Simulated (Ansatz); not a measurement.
CH$_{5}$F$_{2}$GeN, SMILES `N[C](F)(F)[GeH3]` at its PBE0-D4/def2-TZVP geometry, where that method's forces vanish. Charge 0, multiplicity 1.

```xyz
10

N    -1.5256   -0.0455    0.6204
C    -0.1393   -0.3226    0.7083
F     0.3220    0.2849    1.8382
F    -0.0078   -1.6681    0.8840
Ge    1.0490    0.2237   -0.8203
H    -1.6974    0.9488    0.5505
H    -1.9455   -0.5208   -0.1674
H     0.9064    1.7443   -0.9909
H     2.5073   -0.1573   -0.5425
H     0.5309   -0.4874   -2.0803
```

(1) What forces (eV/Å) does ωB97M-V/def2-TZVPP give on these atoms in Ansatz? (Estimate.)

Answers

(1) Ansatz gave: 
```
N1  -0.231  0.052 -0.027
C2   0.190  0.137 -0.346
F3   0.084  0.100  0.211
F4   0.026 -0.243  0.043
Ge5  0.006  0.007 -0.016
H6   0.004 -0.032 -0.003
H7   0.013  0.020  0.022
H8   0.005 -0.114  0.021
H9  -0.130  0.024 -0.005
H10  0.032  0.049  0.100
```
